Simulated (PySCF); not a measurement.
Compound: 1-(methoxymethyl)-4-methylbenzene, C₉H₁₂O.
SMILES with atom numbers: `[CH3:1][O:2][CH2:3][c:4]1[cH:5][cH:6][c:7]([CH3:8])[cH:9][cH:10]1` (hydrogens: H11, H12, H13 on C1; H14, H15 on C3; H16 on C5; H17 on C6; H18, H19, H20 on C8; H21 on C9; H22 on C10)

Computed by this run: PBE0-D3(BJ)/def2-SVP geometry optimisation, gas phase in PySCF; density fitting, grid level 2; the optimiser is geomeTRIC in internal coordinates, started from a GFN2-xTB structure.

Step 0: E = -11554.0826 eV
```
atom  x, y, z in Å  |  force x, y, z in eV/Å
C1      3.0571   -1.1049    0.0727   -0.079   0.722  -0.088
O2      2.9955    0.2865   -0.1108   -0.276  -0.051  -0.178
C3      1.9912    0.6858   -1.0196    0.261  -0.221   0.542
C4      0.5895    0.4284   -0.5208    0.511   0.030  -0.242
C5      0.2377    0.7951    0.7725    0.010  -0.016  -0.013
C6     -1.0390    0.5615    1.2465    0.087   0.029  -0.034
C7     -2.0002   -0.0359    0.4395   -0.487  -0.077   0.105
C8     -3.3824   -0.3000    0.9549    0.431   0.049  -0.143
C9     -1.6439   -0.4013   -0.8519    0.001   0.019  -0.007
C10    -0.3635   -0.1787   -1.3257    0.049   0.055   0.055
H11     3.8745   -1.2887    0.7668    0.262  -0.178   0.228
H12     2.1243   -1.4981    0.4934   -0.231  -0.190   0.125
H13     3.2603   -1.6205   -0.8749    0.070  -0.212  -0.251
H14     2.1464    1.7617   -1.1544    0.021   0.205  -0.124
H15     2.1396    0.1867   -1.9902   -0.019  -0.031  -0.243
H16     0.9798    1.2602    1.4049    0.332   0.182   0.288
H17    -1.2961    0.8512    2.2556   -0.122   0.139   0.437
H18    -3.4203   -1.2743    1.4437   -0.102  -0.360   0.209
H19    -3.6755    0.4520    1.6837   -0.184   0.256   0.284
H20    -4.1035   -0.3043    0.1408   -0.336  -0.012  -0.247
H21    -2.3766   -0.8690   -1.4943   -0.329  -0.199  -0.275
H22    -0.1052   -0.4745   -2.3331    0.131  -0.138  -0.429
```

Task: Estimate the geometry and energy of step 1. (The exact step hangs on the optimiser's Hessian estimate; all steps are aligned on step 0, rigid shifts and turns removed.)

Result: E = -11554.1371 eV, largest force 0.198 eV/Å
```
atom  x, y, z in Å  |  force x, y, z in eV/Å
C1      3.1168   -1.0413    0.1142   -0.024  -0.155  -0.030
O2      2.9990    0.3291   -0.1220    0.012  -0.032   0.027
C3      1.9963    0.6460   -1.0414   -0.014   0.152  -0.126
C4      0.5966    0.3894   -0.5381   -0.015  -0.014   0.068
C5      0.2569    0.7207    0.7777    0.076   0.034   0.029
C6     -1.0321    0.5134    1.2527   -0.057   0.013   0.075
C7     -2.0302   -0.0318    0.4343    0.067   0.020  -0.009
C8     -3.4113   -0.2812    0.9608   -0.084  -0.017   0.025
C9     -1.6841   -0.3617   -0.8789   -0.071  -0.020  -0.044
C10    -0.3909   -0.1595   -1.3556    0.051  -0.023  -0.086
H11     3.9493   -1.2001    0.8146   -0.011   0.051  -0.010
H12     2.1969   -1.4734    0.5555    0.046   0.026  -0.011
H13     3.3347   -1.5986   -0.8212    0.001   0.033   0.054
H14     2.1192    1.7231   -1.2541   -0.013  -0.061  -0.003
H15     2.1461    0.1090   -2.0025    0.012   0.000   0.054
H16     1.0259    1.1416    1.4325   -0.025  -0.018  -0.023
H17    -1.2768    0.7855    2.2848    0.014  -0.014  -0.032
H18    -3.4797   -1.2738    1.4391    0.001   0.024  -0.009
H19    -3.6955    0.4648    1.7188    0.006  -0.020  -0.020
H20    -4.1612   -0.2544    0.1558    0.015  -0.002   0.024
H21    -2.4422   -0.7914   -1.5417    0.027   0.015   0.016
H22    -0.1442   -0.4366   -2.3861   -0.014   0.007   0.031
```

The energy changes by -0.0546 eV. The first-order estimate −F·Δx gives -0.1106 eV and the mean of the old and new forces, exact on a quadratic surface, -0.0523 eV. The step makes an angle of 81° with the force vector and moves no atom by more than 0.130 Å.

What follows is the cost of the whole optimisation. Hardware: one thread of an Arm Neoverse N1, no GPU, shared host. Cost: 4.6 min, 0.92 GiB resident at most.
